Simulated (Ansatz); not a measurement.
Input for Ansatz (development build ahead of 0.2.0):

```yaml
crystal:
  periodic: [false, false, false]
  atoms:
    - { symbol: B, position_ang: [0.0, 0.0, 2.3727] }
    - { symbol: Be, position_ang: [0.0, 0.0, 0.0] }
    - { symbol: Be, position_ang: [2.3783, 0.0, 0.8656] }
basis:
  gaussian: { orbitals: STO-3G }
magnetization:
  initial_magnetization: 1
hamiltonian:
  xc: hf
```

The input is written out in the form of the current development build from the run's settings.

Results

```
Converged                       : yes
Total energy                    : -52.87198 hartree
Spin squared of the determinant : 0.750
Stability test                  : minimum among restricted orbitals
```
